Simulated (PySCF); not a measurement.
GeH8N2Si. Atoms are numbered in the order given.

```xyz
12

N     -2.6155     0.2851     0.0555
Si    -1.0586     1.0891     0.0951
Ge     0.6023    -0.6310     0.0566
N      2.2366     0.1972    -0.3164
H     -2.7743    -0.3953    -0.6930
H     -3.4575     0.8539     0.1853
H     -0.9980     1.8948     1.3644
H     -0.7492     2.0515    -1.0399
H      0.7851    -1.3298     1.4318
H      0.1796    -1.7467    -0.9684
H      3.0089    -0.4765    -0.3947
H      2.2041     0.7159    -1.2031
```
Charge 0, spin multiplicity 1.

Coordinates come from a PBE-D3(BJ)/def2-SVP optimisation. This is a generated structure with no PubChem entry under its InChIKey; it may be hypothetical. The values are those of a single conformer.

These are PySCF with PBE-D3(BJ)/def2-SVP values and carry that method's errors.

Frequencies are harmonic and unscaled.

Computed vibrational spectrum:
```json
[
 {"mode": "1", "ν (cm⁻¹)": "50", "IR (km/mol)": "0.6", "Raman (Å⁴/amu)": "0.0", "depolarisation": "–", "moving atoms (share of kinetic energy)": "N 53 %, H 28 %, Si 12 %"},
 {"mode": "2", "ν (cm⁻¹)": "87", "IR (km/mol)": "0.0", "Raman (Å⁴/amu)": "0.1", "depolarisation": "0.73", "moving atoms (share of kinetic energy)": "N 56 %, H 23 %, Ge 15 %"},
 {"mode": "3", "ν (cm⁻¹)": "161", "IR (km/mol)": "2.5", "Raman (Å⁴/amu)": "2.2", "depolarisation": "0.64", "moving atoms (share of kinetic energy)": "H 65 %, N 19 %, Si 9 %"},
 {"mode": "4", "ν (cm⁻¹)": "191", "IR (km/mol)": "30.2", "Raman (Å⁴/amu)": "1.5", "depolarisation": "0.68", "moving atoms (share of kinetic energy)": "H 69 %, N 20 %"},
 {"mode": "5", "ν (cm⁻¹)": "232", "IR (km/mol)": "19.2", "Raman (Å⁴/amu)": "2.1", "depolarisation": "0.68", "moving atoms (share of kinetic energy)": "H 72 %, N 17 %"},
 {"mode": "6", "ν (cm⁻¹)": "353", "IR (km/mol)": "1.2", "Raman (Å⁴/amu)": "13.1", "depolarisation": "0.18", "moving atoms (share of kinetic energy)": "Si 55 %, Ge 25 %, H 19 %"},
 {"mode": "7", "ν (cm⁻¹)": "364", "IR (km/mol)": "29.6", "Raman (Å⁴/amu)": "2.9", "depolarisation": "0.38", "moving atoms (share of kinetic energy)": "H 91 %"},
 {"mode": "8", "ν (cm⁻¹)": "430", "IR (km/mol)": "169.9", "Raman (Å⁴/amu)": "2.7", "depolarisation": "0.38", "moving atoms (share of kinetic energy)": "H 79 %, N 19 %"},
 {"mode": "9", "ν (cm⁻¹)": "522", "IR (km/mol)": "30.5", "Raman (Å⁴/amu)": "2.9", "depolarisation": "0.68", "moving atoms (share of kinetic energy)": "H 84 %"},
 {"mode": "10", "ν (cm⁻¹)": "557", "IR (km/mol)": "138.7", "Raman (Å⁴/amu)": "9.1", "depolarisation": "0.42", "moving atoms (share of kinetic energy)": "H 58 %, N 32 %"},
 {"mode": "11", "ν (cm⁻¹)": "626", "IR (km/mol)": "43.2", "Raman (Å⁴/amu)": "21.2", "depolarisation": "0.44", "moving atoms (share of kinetic energy)": "H 67 %, N 22 %"},
 {"mode": "12", "ν (cm⁻¹)": "655", "IR (km/mol)": "70.2", "Raman (Å⁴/amu)": "13.6", "depolarisation": "0.67", "moving atoms (share of kinetic energy)": "H 94 %"},
 {"mode": "13", "ν (cm⁻¹)": "684", "IR (km/mol)": "73.0", "Raman (Å⁴/amu)": "7.4", "depolarisation": "0.69", "moving atoms (share of kinetic energy)": "H 72 %, N 23 %"},
 {"mode": "14", "ν (cm⁻¹)": "711", "IR (km/mol)": "132.1", "Raman (Å⁴/amu)": "12.8", "depolarisation": "0.75", "moving atoms (share of kinetic energy)": "H 82 %, N 13 %"},
 {"mode": "15", "ν (cm⁻¹)": "767", "IR (km/mol)": "12.2", "Raman (Å⁴/amu)": "24.9", "depolarisation": "0.56", "moving atoms (share of kinetic energy)": "H 76 %, N 19 %"},
 {"mode": "16", "ν (cm⁻¹)": "822", "IR (km/mol)": "75.6", "Raman (Å⁴/amu)": "2.5", "depolarisation": "0.59", "moving atoms (share of kinetic energy)": "H 40 %, N 33 %, Si 27 %"},
 {"mode": "17", "ν (cm⁻¹)": "849", "IR (km/mol)": "91.8", "Raman (Å⁴/amu)": "15.7", "depolarisation": "0.63", "moving atoms (share of kinetic energy)": "H 87 %, N 8 %"},
 {"mode": "18", "ν (cm⁻¹)": "887", "IR (km/mol)": "137.1", "Raman (Å⁴/amu)": "11.7", "depolarisation": "0.74", "moving atoms (share of kinetic energy)": "H 84 %, Si 8 %"},
 {"mode": "19", "ν (cm⁻¹)": "915", "IR (km/mol)": "4.3", "Raman (Å⁴/amu)": "5.2", "depolarisation": "0.75", "moving atoms (share of kinetic energy)": "H 86 %, N 10 %"},
 {"mode": "20", "ν (cm⁻¹)": "941", "IR (km/mol)": "85.5", "Raman (Å⁴/amu)": "15.5", "depolarisation": "0.75", "moving atoms (share of kinetic energy)": "H 94 %"},
 {"mode": "21", "ν (cm⁻¹)": "1497", "IR (km/mol)": "30.4", "Raman (Å⁴/amu)": "7.8", "depolarisation": "0.68", "moving atoms (share of kinetic energy)": "H 90 %, N 9 %"},
 {"mode": "22", "ν (cm⁻¹)": "1504", "IR (km/mol)": "15.5", "Raman (Å⁴/amu)": "6.5", "depolarisation": "0.70", "moving atoms (share of kinetic energy)": "H 92 %, N 8 %"},
 {"mode": "23", "ν (cm⁻¹)": "1965", "IR (km/mol)": "188.3", "Raman (Å⁴/amu)": "208.0", "depolarisation": "0.22", "moving atoms (share of kinetic energy)": "H 99 %"},
 {"mode": "24", "ν (cm⁻¹)": "2066", "IR (km/mol)": "79.3", "Raman (Å⁴/amu)": "277.8", "depolarisation": "0.21", "moving atoms (share of kinetic energy)": "H 97 %"},
 {"mode": "25", "ν (cm⁻¹)": "2071", "IR (km/mol)": "196.1", "Raman (Å⁴/amu)": "77.5", "depolarisation": "0.36", "moving atoms (share of kinetic energy)": "H 99 %"},
 {"mode": "26", "ν (cm⁻¹)": "2162", "IR (km/mol)": "99.9", "Raman (Å⁴/amu)": "156.8", "depolarisation": "0.23", "moving atoms (share of kinetic energy)": "H 97 %"},
 {"mode": "27", "ν (cm⁻¹)": "3425", "IR (km/mol)": "5.3", "Raman (Å⁴/amu)": "167.2", "depolarisation": "0.13", "moving atoms (share of kinetic energy)": "H 96 %"},
 {"mode": "28", "ν (cm⁻¹)": "3473", "IR (km/mol)": "16.1", "Raman (Å⁴/amu)": "187.2", "depolarisation": "0.15", "moving atoms (share of kinetic energy)": "H 96 %"},
 {"mode": "29", "ν (cm⁻¹)": "3519", "IR (km/mol)": "8.0", "Raman (Å⁴/amu)": "92.7", "depolarisation": "0.71", "moving atoms (share of kinetic energy)": "H 92 %, N 8 %"},
 {"mode": "30", "ν (cm⁻¹)": "3567", "IR (km/mol)": "19.6", "Raman (Å⁴/amu)": "102.5", "depolarisation": "0.69", "moving atoms (share of kinetic energy)": "H 91 %, N 9 %"}
]
```
